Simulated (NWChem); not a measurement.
GeH₄S₃; SMILES [SH][GeH]([SH])[SH]

```xyz
8

Ge    -0.0029     0.0528    -0.3491
S     -1.7430    -1.0532     0.5636
S      0.1374     2.2115     0.2454
S      1.8499    -0.9953     0.3729
H     -0.1333     0.0763    -1.8888
H     -2.6631    -0.4836    -0.2473
H      0.1420     1.9637     1.5737
H      1.3704    -2.2372     0.1344
```
Atoms are numbered in this order, from 1.

Results from NWChem. Pople sets run with spherical d functions. Structure relaxed at the B3LYP/6-31G* (spherical d) level. Vzz is the largest principal value of the second derivative of the potential at the nucleus (NWChem prints the opposite sign); η is the asymmetry. Non-relativistic.

| level | Vzz Ge1 (a.u.) | η Ge1 | Vzz S2 (a.u.) | η S2 | Vzz S3 (a.u.) | η S3 | Vzz S4 (a.u.) | η S4 | relative time |
|---|---|---|---|---|---|---|---|---|---|
| PBE/def2-SVP | -0.715 | 0.10 | -2.144 | 0.55 | -2.106 | 0.54 | -2.201 | 0.52 | 1 |
| PBE/6-31G* | -0.821 | 0.08 | -2.157 | 0.53 | -2.128 | 0.51 | -2.223 | 0.51 | 1 |
| PBE0/6-31G* | -0.847 | 0.12 | -2.177 | 0.55 | -2.150 | 0.53 | -2.235 | 0.53 | 1 |
| PBE0/cc-pVTZ | -1.001 | 0.11 | -2.120 | 0.56 | -2.076 | 0.56 | -2.154 | 0.55 | 7 |

Relative times are rough (shared machine, one core).
